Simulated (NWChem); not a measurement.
A series in which one site is exchanged, each optimised at PBE0/def2-SVP with NWChem, gas phase unless a solvent is named. Some are not confirmed as minima by frequencies. def2 effective core potentials on Sb, I, Bi; no spin-orbit coupling.

A: IB(I)I (BI$_{3}$; site = B)
B: [I][Al]([I])[I] (AlI$_{3}$; site = Al)
C: [I][Sb]([I])[I] (SbI3; site = Sb)
D: [Bi]([I])([I])[I] (BiI$_{3}$; site = Bi)

Question: Rank them by orbital gap (eV), PBE0/def2-SVP, lowest first.

Answer: D (4.39), C (4.63), A (4.85), B (5.77)
